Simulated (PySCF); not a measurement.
thionyl fluoride (F2OS), SMILES FS(=O)F.

Coordinates come from a PBE0-D3(BJ)/def2-TZVP optimisation.

Two levels are set side by side: TDDFT-PBE/def2-SVPD (PySCF) and ADC(2)/aug-cc-pVDZ (PySCF). Vertical, same geometry; the bases differ. Differences are taken from unrounded values.

| quantity | ADC(2) | TDDFT-PBE | TDDFT-PBE minus ADC(2) |
|---|---|---|---|
| lowest singlet excitation (eV) | 6.61 | 6.46 | -0.15 |

Rough cost on one machine, each run with all the roots and properties that it gave: ADC(2) against TDDFT-PBE about 30 times.
